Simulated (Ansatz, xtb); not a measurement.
**Two isomers of C3H10Si4**

We compare a, `C#C[Si]1(C)[SiH2][SiH2][SiH2]1`, a singlet, with b, `C#C[Si@H]1[SiH2][Si@H](C)[SiH2]1`, a singlet. Both are isolated molecules in the gas phase, relaxed with PBE-D3(BJ)/def2-SVP.

**Question.** Which of the two would you expect CCSD(T)/def2-SVP + ΔMP2/def2-TZVPP electronic energies to favour?

**Answer.** Structure a; the calculation gives E(b) − E(a) = +1.42 kcal/mol.

The same difference at several levels:

| level | geometry | E(b) − E(a) (kcal/mol) | departure from the last row (kcal/mol) | job, with rough time for the two |
| --- | --- | --- | --- | --- |
| PBE-D3(BJ)/def2-SVP | PBE-D3(BJ)/def2-SVP | +1.39 | −0.04 | optimisation, 2.2 min |
| HF/def2-SVP | PBE-D3(BJ)/def2-SVP | +1.04 | −0.39 | part of the CCSD(T) run |
| MP2/def2-SVP | PBE-D3(BJ)/def2-SVP | +1.63 | +0.21 | part of the CCSD(T) run |
| CCSD(T)/def2-SVP | PBE-D3(BJ)/def2-SVP | +1.43 | +0.01 | single point |
| CCSD(T)/def2-SVP + ΔMP2/def2-TZVPP | PBE-D3(BJ)/def2-SVP | +1.42 |  | single point, 2.7 min |

As drawn, both hold the same kinds of bond in the same numbers.

None of the levels shown reverses the order. The largest departure from CCSD(T)/def2-SVP + ΔMP2/def2-TZVPP is that of HF/def2-SVP, 0.39 kcal/mol. Levels run at GFN2-xTB geometries aren't shown. The last row adds to CCSD(T) the change of the MP2 difference between the two basis sets, here −0.01 kcal/mol.

With thermal terms from frequencies at re-optimised GFN2-xTB minima (ideal gas, soft modes damped towards free rotors, one conformer each, 298.15 K, 1 atm): the zero-point term adds −0.01 kcal/mol; ΔH is +1.31 and ΔG +1.53 kcal/mol.

The correlated steps freeze 23 core orbitals. Mirror images aren't counted in ΔG. Programs: Ansatz 0.2.0, xtb 6.7.1; the last row on 2 threads of Intel(R) Xeon(R) Processor @ 2.70GHz on a shared host.
